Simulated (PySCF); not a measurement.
This script is equivalent to a calculation on C⁺ (carbon, charge +1).

```python
from pyscf import gto, scf, dft, mp, cc
import basis_set_exchange as bse
mol = gto.M(atom="C 0 0 0", charge=1, spin=1, symmetry="D2h",
            basis=gto.basis.parse(bse.get_basis("cc-pVTZ", elements=["C"], fmt="nwchem", header=False)))
mf = dft.UKS(mol, xc="M06L")
mf.irrep_nelec = {'Ag': (2, 2), 'B2u': (1, 0)}
mf.kernel()
```

**Question.** What total energy does it give?

**Answer.** -37.428 hartree (calculated).

**Question.** Which occupied shell lies highest, and where?

**Answer.** 2p α, at -18.449 eV.

**Question.** What is ⟨S²⟩, and what would a pure spin state give?

**Answer.** 0.753, against 0.75.
